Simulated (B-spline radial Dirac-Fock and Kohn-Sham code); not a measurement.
## V⁺ 2p3/2: cross section and angular parameters

System: the V⁺ ion, configuration [Ar] 3d4; threshold 525.1 eV (orbital energy of the model). Calculated with a radial B-spline solver, using Dirac-Hartree-Slater photoionisation with a Latter tail; cross sections with all multipoles, angular parameters from the dipole term and its interference with E2.

For linearly polarised light dσ/dΩ = σ/(4π) [1 + β P₂(cos θ) + (δ + γ cos²θ) sin θ cos φ], with θ from the polarisation vector and φ the angle between the beam and the projection of the electron momentum on the plane normal to the polarisation.

```tsv
hν (eV)	σ (kb)	β	γ	δ
600	942	1.079	-0.085	0.009
730	587	1.360	-0.006	0.015
1020	248	1.470	0.187	0.022
1040	?	?	?	?
1080	213	1.472	0.222	0.023
1253.6	141	1.463	0.314	0.026
1300	127	1.458	0.336	0.027
1380	108	1.449	0.373	0.029
1486.9	87.0	1.435	0.419	0.031
1690	60.0	1.403	0.496	0.036
1930	40.6	1.364	0.575	0.042
2000	36.5	1.352	0.596	0.043
2070	32.9	1.340	0.615	0.045
2950	11.1	1.200	0.813	0.068
2984.4	10.7	1.195	0.819	0.068
3940	4.38	1.067	0.958	0.094
4000	4.17	1.059	0.965	0.096
5140	1.83	0.936	1.078	0.126
5160	1.80	0.934	1.080	0.126
7650	0.473	0.740	1.235	0.189
8980	0.270	0.662	1.291	0.219
11800	0.102	0.537	1.377	0.280
15000	0.0429	0.433	1.441	0.342
```

Question: Give the values at 1040 eV.

Answer: σ = 236 kb, β = 1.471, γ = 0.199, δ = 0.022.
